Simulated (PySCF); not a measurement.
Species: C7H9NO.
Atom-mapped SMILES: `[CH2:1]=[CH:2][C:3](=[CH2:4])[C:5](=[CH2:6])[C:7]([NH2:8])=[O:9]` (hydrogens: H10, H11 on C1; H12 on C2; H13, H14 on C4; H15, H16 on C6; H17, H18 on N8)

Level: CAM-B3LYP/def2-SVPD in PySCF, non-relativistic, on one gas-phase PBE0-D3(BJ)/def2-SVP geometry that isn't relaxed in the solvent. The solvent is an IEF-PCM continuum (cavity from Bondi-type radii × 1.2). Only the electrostatic response of the medium enters.

Gas phase at CAM-B3LYP/def2-SVPD: HOMO -7.86 eV, LUMO -0.24 eV, dipole 3.62 D.

Q: What does the continuum do to the energy, the frontier levels and the dipole at CAM-B3LYP/def2-SVPD in acetone and methanol?

A: 
```json
{"solvent": "acetone", "ε": "20.49", "E(solvent) − E(gas) (kJ/mol)": "-43.02", "polarisation term (kJ/mol)": "-53.07", "distortion of the solute (kJ/mol)": "10.05", "HOMO (eV)": "-7.88", "LUMO (eV)": "-0.18", "dipole (D)": "5.14"}
{"solvent": "methanol", "ε": "32.61", "E(solvent) − E(gas) (kJ/mol)": "-44.50", "polarisation term (kJ/mol)": "-55.33", "distortion of the solute (kJ/mol)": "10.83", "HOMO (eV)": "-7.88", "LUMO (eV)": "-0.18", "dipole (D)": "5.20"}
```

Polarisation term: ½ Σ q·V over the induced surface charges. Distortion: the rise of the solute's own energy as its density leaves the gas-phase optimum. From acetone to methanol the lowering changes by a factor 1.03, Onsager's factor (ε − 1)/(2ε + 1) by 1.03 and ε itself by 1.6.

Q: Which radius a makes the point-dipole formula ΔE = −[(ε − 1)/(2ε + 1)]·μ²/a³ give the value in methanol, with the gas-phase dipole?

A: μ = 1.422 au and |ΔE| = 0.01695 Eh give a = 2.04 Å; the farthest nucleus lies 3.78 Å from the centroid of the nuclei, so such a sphere wouldn't even hold the nuclei. The formula assumes a rigid point dipole at the centre of a sphere.

Q: How does the static polarisability (CAM-B3LYP/def2-SVPD, frozen core, with the continuum's full static response) change?

A: 
| medium | isotropic (au) | principal values (au) | ⟨r²⟩ of the electrons (bohr²) |
| --- | --- | --- | --- |
| gas | 98.4 | 73.8, 101.9, 119.5 | 1270.1 |
| acetone | 136.9 | 102.4, 131.4, 177.0 | 1267.8 |
| methanol | 138.5 | 103.8, 132.4, 179.3 | 1267.8 |

The isotropic value in methanol is 1.41 times the gas-phase one; no cavity-field correction is applied. ⟨r²⟩ is taken about the centre of nuclear charge.

The run took 99 s of wall time on one thread of an Arm Neoverse N1, shared host with 64 logical CPUs at a one-minute load of 25, and the process peaked at 1.3 GiB of memory. This is the whole response run at CAM-B3LYP/def2-SVPD in methanol, SCF included.

The values belong to the conformer `[CH2:1]=[CH:2][C:3](=[CH2:4])[C:5](=[CH2:6])[C:7]([NH2:8])=[O:9]`: C1–C2–C3–C4 -164°, C2–C3–C5–C6 39°, C3–C5–C7–N8 -144°, H–N8–C7–C5 15°, H–N8–C7–C5 180°.
